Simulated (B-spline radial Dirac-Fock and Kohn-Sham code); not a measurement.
# Elastic and transport cross sections of zinc for positrons

Level of theory: relativistic (Dirac) partial waves in the static field of the Dirac-Fock atom, without polarisation or absorption potentials; an atomic code on a B-spline grid. Below a few hundred eV the neglected polarisation potential matters, most of all at small angles. σ_tr1 and σ_tr2 weight the cross section with 1 − P₁ and 1 − P₂ of cos θ; "backward" is the share scattered beyond 90°.

| energy (eV) | σ (a₀²) | σ_tr1 (a₀²) | σ_tr2 (a₀²) | σ/σ_tr1 | backward (%) |
| --- | --- | --- | --- | --- | --- |
| 102 | 12.5 | 2.79 | 4.82 | 4.49 | 6.2 |
| 134 | 11.2 | 2.30 | 3.99 | 4.88 | 5.7 |
| 212 | 9.21 | 1.65 | 2.88 | 5.60 | 4.9 |
| 290 | 8.02 | 1.30 | 2.30 | 6.16 | 4.4 |
| 351 | 7.36 | 1.13 | 2.00 | 6.54 | 4.1 |
| 1680 | 3.46 | 0.271 | 0.544 | 12.8 | 1.5 |
| 1880 | 3.27 | 0.239 | 0.486 | 13.6 | 1.4 |
| 2440 | ? | ? | ? | ? | ? |
| 3580 | 2.30 | 0.112 | 0.240 | 20.6 | 0.78 |
| 15000 | 0.905 | 0.0154 | 0.0363 | 58.8 | 0.19 |
| 15700 | 0.876 | 0.0144 | 0.0340 | 61.0 | 0.18 |
| 18000 | 0.793 | 0.0117 | 0.0278 | 68.1 | 0.16 |
| 34500 | 0.487 | 0.00414 | 0.0102 | 118 | 0.077 |
| 101000 | 0.219 | 0.000696 | 0.00181 | 314 | 0.021 |
| 104000 | 0.214 | 0.000663 | 0.00172 | 323 | 0.020 |
| 149000 | 0.169 | 0.000365 | 0.000963 | 462 | 0.012 |

Q: Fill in the row for 2.44 keV.

A: σ = 2.84 a₀², σ_tr1 = 0.178 a₀², σ_tr2 = 0.370 a₀², σ/σ_tr1 = 16.0, backward 1.1 %. The ratio σ/σ_tr1 is roughly the number of elastic collisions that randomise the direction.

Values without a named source are computed, but for edge energies of neutral atoms, which are taken from tables.
